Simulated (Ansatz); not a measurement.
Basis-set extrapolation for C2H7AlSSi, SMILES `[AlH2][SiH]1CSC1` (PBE0-D4/def2-TZVP geometry, frozen core, Ansatz 0.2.0). Multiplicity 1, RHF reference.

```tsv
	def2-TZVPP	def2-QZVPP
HF	-1008.223279	-1008.253586
MP2 correlation	-0.728503	-0.781099
CCSD(T) correlation	-0.822813	not run
```

Energies in hartree. Use E(X) = E(∞) + A·exp(−7.88·√X) for Hartree–Fock and E(X) = E(∞) + B·X^(−2.97) for correlation, with X = 3 and 4, and add CCSD(T) minus MP2 of the smaller set to the MP2 limit.

**Question.** What is the CCSD(T) energy at the basis-set limit?

**Answer.** HF limit: -1008.253586 + (-0.030307) × 0.13774 = -1008.25776. MP2 limit: -0.781099 + (-0.052596) × 0.74074 = -0.82006. Higher-order term: -0.822813 − (-0.728503) = -0.09431. Total: -1009.17213 hartree, 3.43 eV below CCSD(T)/def2-TZVPP.
